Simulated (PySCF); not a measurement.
One of the candidates below gave these computed data.

All candidates are C6H6FN.

- 13C NMR: chemical shifts (computed TMS as zero) by class: 159.3 (1 C), 140.7 (1 C), 130.0 (1 C), 121.6 (1 C), 121.2 (1 C), 118.9 (1 C) ppm [GIAO PBE0/pcSseg-1]
- Dipole: 1.79 D [PBE0/pcSseg-1]
- Rotational structure: rotational constants A, B, C: 3.305, 2.246, 1.338 GHz [GFN2-xTB]
- NMR, other nuclei: isotropic shieldings of nuclei other than C and H, by class: 203 (1 N), 324 (1 F) ppm [GIAO PBE0/pcSseg-1]
- 1H NMR: chemical shifts (computed TMS as zero) by class: 7.28 (1 H), 7.20 (1 H), 6.85 (1 H), 6.80 (1 H), 3.55 (2 H) ppm [GIAO PBE0/pcSseg-1]

Electronic properties: PySCF, gas phase, density fitting. Levels stand in brackets. Geometry: GFN2-xTB; no solvent, vibrations or thermal averaging. NMR values are class means; diastereotopic atoms form classes of their own.

Question: Which candidate is it?
A. `Nc1ccccc1F`
B. `C=C1C[C@@]1(C#N)CF`
C. `Cc1ccc(F)cn1`
D. `Nc1ccc(F)cc1`
E. `CC#C/C=N\C=C/F`

Answer: A. It is `Nc1ccccc1F`. Numbering: `[NH2:1][c:2]1[cH:3][cH:4][cH:5][cH:6][c:7]1[F:8]`. Its formula, C6H6FN, gives 4 degrees of unsaturation: 1 ring and 3 π bonds in the structure found (Kekulé form). 6 carbons fall into 6 classes; from least to most shielded: aromatic C–F carbon [C7] (159.3 ppm), aromatic carbon bearing nitrogen [C2] (140.7 ppm), aromatic CH carbon [C4] (130.0 ppm), aromatic CH carbon [C6] (121.6 ppm), aromatic CH carbon [C5] (121.2 ppm), aromatic CH carbon [C3] (118.9 ppm). Hydrogen classes from least to most shielded: 1 H on an aromatic CH carbon, C6 (7.28 ppm), 1 H on an aromatic CH carbon, C4 (7.20 ppm), 1 H on an aromatic CH carbon, C3 (6.85 ppm), 1 H on an aromatic CH carbon, C5 (6.80 ppm), 2 H on an aniline-type nitrogen, N1 (3.55 ppm, a mean of values up to 0.5 ppm apart in this geometry). The other shieldings belong to: 203 ppm, aniline-type nitrogen [N1]; 324 ppm, aryl fluorine [F8]. By its constants the optimised geometry is an asymmetric top.

The others, at the same levels:
- `Nc1ccc(F)cc1` fails: it has 4 carbon classes against 6; its computed 13C shifts are 164.4 (1 C), 148.1 (1 C), 122.2 (2 C), 116.9 (2 C) ppm, 1H shifts are 7.15 (2 H), 6.64 (2 H), 3.30 (2 H) ppm and rotational constant A is 5.639 GHz (against 3.305 GHz).
- `Cc1ccc(F)cn1` fails: its computed 13C shifts are 167.8 (1 C), 159.5 (1 C), 143.0 (1 C), 129.1 (1 C), 128.5 (1 C), 26.7 (1 C) ppm, 1H shifts are 8.70 (1 H), 7.57 (1 H), 7.37 (1 H), 2.77 (3 H) ppm and rotational constant A is 5.721 GHz (against 3.305 GHz).
- `CC#C/C=N\C=C/F` fails: its computed 13C shifts are 147.6 (1 C), 141.9 (1 C), 128.2 (1 C), 109.1 (1 C), 82.1 (1 C), 5.8 (1 C) ppm, 1H shifts are 7.54 (1 H), 6.72 (1 H), 6.32 (1 H), 2.25 (3 H) ppm and rotational constant A is 3.125 GHz (against 3.305 GHz).
- `C=C1C[C@@]1(C#N)CF` fails: its computed 13C shifts are 140.2 (1 C), 125.2 (1 C), 113.9 (1 C), 90.2 (1 C), 18.4 (1 C), 15.4 (1 C) ppm, 1H shifts are 6.10 (1 H), 5.98 (1 H), 5.38 (1 H), 4.11 (1 H), 1.99 (1 H), 1.85 (1 H) ppm and rotational constant A is 2.487 GHz (against 3.305 GHz).

Each candidate is one conformer, not necessarily the lowest. The conformers computed, where there is a choice (atom-mapped SMILES and torsion angles):
- `[NH2:1][c:2]1[cH:3][cH:4][cH:5][cH:6][c:7]1[F:8]`: H–N1–C2–C3 165°, H–N1–C2–C3 22°
- `[NH2:1][c:2]1[cH:3][cH:4][c:5]([F:6])[cH:7][cH:8]1`: H–N1–C2–C3 -21°, H–N1–C2–C3 -162°
- `[CH3:1][C:2]#[C:3]/[CH:4]=[N:5]\[CH:6]=[CH:7]/[F:8]`: C4–N5–C6–C7 52°
- `[CH2:1]=[C:2]1[CH2:3][C@@:4]1([C:5]#[N:6])[CH2:7][F:8]`: C3–C4–C7–F8 -67°
